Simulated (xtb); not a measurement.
xtb input (GFN2-xTB):

```bash
xtb mol.xyz --gfn 2 --ohess tight --chrg 0 --uhf 0
```
mol.xyz:
```
2

Zn     0.05469653    -0.04242504    -1.02964876
S     -0.08547913     0.02244805     1.01813540
```

End of the output:

```
optimized geometry written to: xtbopt.xyz

           -------------------------------------------------
          | TOTAL ENERGY               -3.778439863175 Eh   |
          | TOTAL ENTHALPY             -3.773859241336 Eh   |
          | TOTAL FREE ENERGY          -3.800648975814 Eh   |
          | GRADIENT NORM               0.000004879046 Eh/α |
          | HOMO-LUMO GAP               1.084171046268 eV   |
           -------------------------------------------------

------------------------------------------------------------------------
------------------------------------------------------------------------
 total:
 SCF:
 ANC optimizer:
 analytical hessian:
```
